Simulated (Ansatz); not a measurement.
(1) Predict a relaxed structure of the cluster Si₃Ge (the lowest singlet isomer of a short search), charge 0, singlet, at r2SCAN-D4/def2-SVP (Ansatz).

Results:

(1) 
```
atom   x (Å)   y (Å)   z (Å)
 Si1   0.300  -0.211  -1.150
 Si2  -0.680  -1.877   0.130
 Si3  -0.307   0.169   1.155
 Ge4   0.687   1.919  -0.135
```
Point group C2v (tolerance 0.1 Å). This is one stationary point.

The structure comes from a short search, and lower isomers may exist.
